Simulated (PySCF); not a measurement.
SMILES c1coc(CCc2ccco2)c1 (C10H10O2) (GFN2-xTB optimised geometry):

```
22

C     -2.237    -4.262     1.669
C     -3.065    -3.279     1.228
O     -2.406    -2.111     1.135
C     -1.132    -2.335     1.522
C     -0.166    -1.203     1.477
C      0.350    -0.972     0.041
C      1.338     0.141     0.000
C      2.702     0.141     0.000
C      3.101     1.500    -0.006
C      1.951     2.224    -0.005
O      0.880     1.411     0.000
C     -0.974    -3.647     1.858
H     -2.486    -5.289     1.838
H     -4.103    -3.280     0.959
H      0.677    -1.425     2.134
H     -0.655    -0.292     1.825
H     -0.498    -0.730    -0.601
H      0.823    -1.884    -0.325
H      3.342    -0.718    -0.002
H      4.103     1.879    -0.011
H      1.766     3.280    -0.011
H     -0.076    -4.116     2.203
```

Calculation: PBE0/def2-SVP (PySCF).

Problem. What are the frontier orbital energies and the dipole moment?

Solution. HOMO-2 -8.00 eV, HOMO-1 -6.53 eV, HOMO -6.15 eV, LUMO 0.32 eV, LUMO+1 0.72 eV; dipole moment 0.88 D.

Meta-Löwdin charges at PBE0/def2-SVP: C1 -0.17, C2 0.03, O3 -0.24, C4 0.17, C5 -0.18, C6 -0.18, C7 0.17, C8 -0.19, C9 -0.17, C10 0.03, O11 -0.24, C12 -0.19, H13 0.12, H14 0.12, H15 0.11, H16 0.11, H17 0.11, H18 0.11, H19 0.12, H20 0.12, H21 0.12, H22 0.12.
